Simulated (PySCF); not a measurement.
**Ne⁺ (neon, charge +1) across methods**

[He] 2s1 2p6, 2S determinant (an excited configuration). All numbers are calculated (PySCF 2.14, scalar relativity by spin-free X2C-1e, in aug-cc-pVTZ-DK).

```csv
method,E (hartree),mean ε 2s α (eV),mean ε 2p α (eV),mean ε 2p β (eV),Σ⟨r²⟩ (bohr²),⟨S²⟩
LDA,-126.6963,-56.591,-33.492,-31.558,7.132,0.751
PBEsol,-126.9887,-56.759,-33.288,-31.275,7.110,0.751
B3LYP,-127.3989,-60.864,-36.149,-33.349,7.092,0.752
MN15,-127.4055,-60.044,-37.095,-35.363,7.034,0.750
PBE0,-127.2805,-61.836,-36.636,-33.618,7.064,0.752
PBE,-127.3233,-57.016,-33.395,-31.359,7.107,0.751
UHF,-126.85398,-75.464,-45.561,-39.076,7.029,0.756
BP86,-127.4276,-57.076,-33.456,-31.488,7.085,0.751
r2SCAN,-127.3212,-59.407,-34.424,-31.830,7.036,0.752
```
